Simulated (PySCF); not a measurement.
# Ti(III): trigonal planar complexes compared

All values are computed with PySCF: state-averaged CASSCF of the d shell with SC-NEVPT2, spin-free X2C, triple-zeta basis on the metal and double-zeta on the ligands, mean-field spin-orbit coupling; DFT geometries.

```json
{"complex": "TiBr3", "point group": "C2v", "M–L / Å": "2.34", "L–M–L / °": "119–121", "solvent": "none"}
{"complex": "Ti(NH2)3", "point group": "D3h", "M–L / Å": "1.91", "L–M–L / °": "120", "solvent": "none"}
{"complex": "Ti(OH)3", "point group": "C3h", "M–L / Å": "1.80", "L–M–L / °": "120", "solvent": "none"}
{"complex": "TiI3", "point group": "D3h", "M–L / Å": "2.55", "L–M–L / °": "120", "solvent": "none"}
{"complex": "TiF3", "point group": "D3h", "M–L / Å": "1.77", "L–M–L / °": "120", "solvent": "none"}
{"complex": "Ti(SH)3", "point group": "C3h", "M–L / Å": "2.29", "L–M–L / °": "120", "solvent": "none"}
{"complex": "TiCl3", "point group": "D3h", "M–L / Å": "2.19", "L–M–L / °": "120", "solvent": "none"}
```

(1) What are the ground states and moments?

Answers

(1) 
```
 complex  shell  ground state (NEVPT2)  total orbital splitting (CASSCF fit) / cm⁻¹  μeff(300 K) / μB
   TiBr3     d1                    2A1                                        12169              1.80
Ti(NH2)3     d1                   2A1'                                        13633              1.75
 Ti(OH)3     d1                    2A'                                        19715              1.75
    TiI3     d1                   2A1'                                        10630              1.82
    TiF3     d1                   2A1'                                        20165              1.76
 Ti(SH)3     d1                    2A'                                         9866              1.77
   TiCl3     d1                   2A1'                                        13546              1.78
```
